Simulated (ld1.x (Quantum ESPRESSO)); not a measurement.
terbium (Tb): excitation energies, all-electron against TM

Tb (Z = 65), norm-conserving Troullier–Martins (Kleinman–Bylander form), made with ld1.x (Quantum ESPRESSO) 7.5 (PBE, scalar-relativistic). Core [Kr] 4d10, reference 4f9 5s2 5p6 5d0 6s2 6p0. Waves: 5s (bound): rc 1.45 bohr; 5p (bound): rc 2.10 bohr; 5d (bound, empty): rc 3.85 bohr; 4f (bound): rc 1.40 bohr. Local part: the f channel. Core correction: none.

Occupied shells without a wave of their own: 6s. They enter only through the test configuration that unscreens the potential.

Energies are relative to the spin-unpolarised reference configuration 4f9 5s2 5p6 5d0 6s2 6p0; without spin polarisation the order of configurations can differ from experiment. Not all tests gave a result: 2 of 7 tests not solved or not reliable. Left out of the table: 4f9 5s2 5p6 5d0.5 6s1.5 6p0 (solver errors, printed error -2846 eV); 4f10 5s2 5p6 5d0 6s0 6p0 (pseudo-atom not self-consistent, printed error -2893 eV).

(1) Give the all-electron excitation energy and the error of the potential for: 4f9 5s2 5p6 5d0 6s1 6p0; 4f9 5s2 5p6 5d0 6s0 6p0; 4f8 5s2 5p6 5d0 6s0 6p0; 4f7 5s2 5p6 5d0 6s0 6p0; 4f8 5s2 5p6 5d0 6s2 6p0.

Levels in the configuration 4f8 5s2 5p6 5d0 6s2 6p0:

```tsv
level	all-electron (eV)	pseudo (eV)
4f	-17.674	-17.669
5s	-59.992	-59.991
5p	-36.429	-36.472
6s	-10.323	-10.319
```

Note: ghost states, extra bound levels that the all-electron valence spectrum of the same l lacks: s at -520.7 eV, p at -191.2 eV, d at -10.0 eV. A true bound ghost makes a file unfit for plane-wave use.

## Answers

(1)

| valence configuration | charge | ΔE all-electron (eV) | error AE − PS (meV) |
| --- | --- | --- | --- |
| 4f9 5s2 5p6 5d0 6s1 6p0 | +1 | 6.163 | +1.2 |
| 4f9 5s2 5p6 5d0 6s0 6p0 | +2 | 17.687 | +3.6 |
| 4f8 5s2 5p6 5d0 6s0 6p0 | +3 | 42.990 | +35 |
| 4f7 5s2 5p6 5d0 6s0 6p0 | +4 | 87.113 | +144 |
| 4f8 5s2 5p6 5d0 6s2 6p0 | +1 | 10.049 | +34 |
